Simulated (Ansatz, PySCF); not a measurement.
Reaction (SMILES): ClCl [molecular chlorine] -> 2 Cl atom (the Cl-Cl bond at the site shown breaks; other sites are not compared here)
Structures are relaxed separately at B3LYP-D3(BJ)/def2-TZVP in Ansatz (a program for electronic structure).
Geometry of the first species:
SMILES: ClCl
```xyz
2

Cl     0.0000     0.0000    -1.0068
Cl     0.0000     0.0000     1.0068
```
Charge 0, spin multiplicity 1.

Wanted: bond dissociation energy (enthalpy at 298 K, with B3LYP-D3(BJ) rigid-rotor harmonic-oscillator terms from PySCF), in kJ/mol. Cores are frozen in the correlated levels unless marked. Open shells are spin-unrestricted. Spin-orbit coupling is left out. No relativistic terms. CBS marks a two-point X^-3 extrapolation of the correlation energy; Hartree-Fock from the larger set (for Q and 5 zeta extrapolated as (X+1)exp(-9√X)).

```
level                                        program  bond dissociation energy (kJ/mol)
------------------------------------  --------------  ---------------------------------
HSE06-D3(BJ)/def2-TZVPD               Ansatz + dftd3                              251.7
MP2/6-31G                                     Ansatz                               44.6
MP2/cc-pV(D+d)Z                               Ansatz                              192.5
MP2/def2-SVP                                  Ansatz                              183.0
RI-MP2/cc-pV(Q+d)Z                            Ansatz                              255.9
SCS-MP2/cc-pwCVTZ                             Ansatz                              229.7
CCSD(T)/CBS(cc-pV(Q+d)Z,cc-pV(5+d)Z)          Ansatz                              249.0
```
